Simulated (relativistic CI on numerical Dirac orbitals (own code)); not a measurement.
## Nd XXVII: q coefficients and field-shift factors

Calculated at this level of theory: Dirac-Coulomb-Breit CI, KLI orbitals optimised for each configuration, derivatives by finite differences, unscaled Slater integrals, QED left out (own radial code, finite nucleus).

CI space (outside the closed core [Ar] 3d10): 4s2.4p4, 4s.4p5, 4s2.4p3.4d, 4p6, 4s.4p4.4d, 4s2.4p3.4f. Double excitations out of closed p, d and f shells are left out; levels of such configurations are missing from the list, as are those of other unlisted configurations, and high levels can miss mixing partners.

With x = (α/α₀)² − 1 an excitation energy changes as ω = ω₀ + qx; K = 2q/ω₀ is the relative enhancement. Terms are leading LS components, so labels can repeat. The field-shift factor is F = δν/δ⟨r²⟩ for the transition from the lowest level.

Lowest level 4s2.4p4 3P_2.

```csv
Level,ω₀ (cm⁻¹),q (cm⁻¹),F (GHz/fm²)
4s2.4p4 1S_0,57395,7108,-1.3
4s2.4p4 3P_1,225691,266800,-14.9
4s2.4p4 1D_2,254519,265300,-14.7
4s2.4p4 3P_0,507492,528100,-32.4
4s.4p5 3P°_2,752238,285600,-348
4s.4p5 3P°_1,802970,229700,-255
4s2.4p3.4d 3F°_2,855382,29770,0.851
4s2.4p3.4d 5D°_0,865893,39060,2.8
4s2.4p3.4d 5D°_3,868248,36030,5.93
4s2.4p3.4d 5D°_1,901567,138700,-91.9
4s2.4p3.4d 5D°_4,908137,79060,6.41
4s2.4p3.4d 5D°_2,945998,124400,-21.8
4s.4p5 3P°_0,978917,515300,-330
```

At this charge energies of transitions that change n are usually good to better than 1 %, and those within a shell (Δn = 0) to a few per cent.

Which transition from the lowest level has the largest |K|?

4s2.4p4 3P_1 at 225691 cm⁻¹, K = 2.36.
